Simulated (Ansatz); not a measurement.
Consider the ligand exchange at the Al–N bond: `[AlH2][NH][SiH3]` + `O[SiH](O)[SiH3]` → `O[SiH]([SiH3])[O][AlH2]` + `N[SiH3]`.

Isolated molecules relaxed with PBE0-D4/def2-TZVP in Ansatz; ΔE leaves out vibrations. CCSD(T)/CBS adds triple-zeta CCSD(T) − MP2 to the extrapolated MP2 energy (def2 sets, frozen cores). This one scheme is used for every species. DFT in def2-TZVPP. One conformer a species, not always the lowest.

`[AlH2][NH][SiH3]`:

```xyz
9

Al    0.640    0.329    1.630
N    -0.524    0.234    0.284
Si   -0.287   -0.334   -1.330
H     2.119   -0.163    1.370
H     0.115    0.904    3.008
H    -1.463    0.557    0.482
H    -1.172   -1.487   -1.655
H     1.130   -0.764   -1.445
H    -0.557    0.725   -2.344
```

`O[SiH](O)[SiH3]`:

```xyz
10

O    -1.432    0.626   -1.233
Si   -0.046    0.726   -0.348
O     1.311    0.527   -1.260
Si    0.088   -0.957    1.278
H    -1.641   -0.219   -1.635
H    -0.106    2.101    0.214
H     1.507    1.195   -1.920
H    -0.005   -2.296    0.631
H    -1.042   -0.827    2.239
H     1.366   -0.878    2.033
```

`O[SiH]([SiH3])[O][AlH2]`:

```xyz
12

O     0.417    2.174   -0.100
Si    0.638    0.606    0.349
Si   -1.188    0.091    1.723
O     0.685   -0.386   -0.936
Al    0.444   -1.497   -2.179
H     1.147    2.622   -0.531
H     1.947    0.469    1.052
H    -2.461    0.230    0.963
H    -1.241    0.980    2.914
H    -1.080   -1.318    2.194
H    -0.410   -2.788   -1.869
H     1.102   -1.182   -3.579
```

`N[SiH3]`:

Z-matrix (Å, degrees):
```
Si
N 1 1.720
H 1 1.486 2 107.9
H 1 1.494 2 116.0 3 -120.3
H 1 1.486 2 107.9 3 119.4
H 2 1.007 1 119.6 3 -168.6
H 2 1.007 1 119.6 3 49.2
```

```csv
level,ΔE (kJ/mol)
BLYP-D4,-53.5
B97M-V,-54.8
BHLYP,-60.9
LC-ωPBE,-53.5
```

Question: What does CCSD(T)/CBS give? (Estimate.)

Answer: Ansatz gave: -53.3 kJ/mol. The listed levels differ from it by -0.2, -1.5, -7.6, -0.2 kJ/mol.

Largest T1 diagnostic among the species: 0.013.

From BLYP to BHLYP (50 % exact exchange), in def2-TZVPP and without D4, ΔE moves by −6.9 kJ/mol. Leaving LDA and LC-ωPBE aside and taking each functional with its dispersion term where it has one, the values, not all of them listed here, spread over 15.3 kJ/mol, from BHLYP-D4 to revPBE-D4.
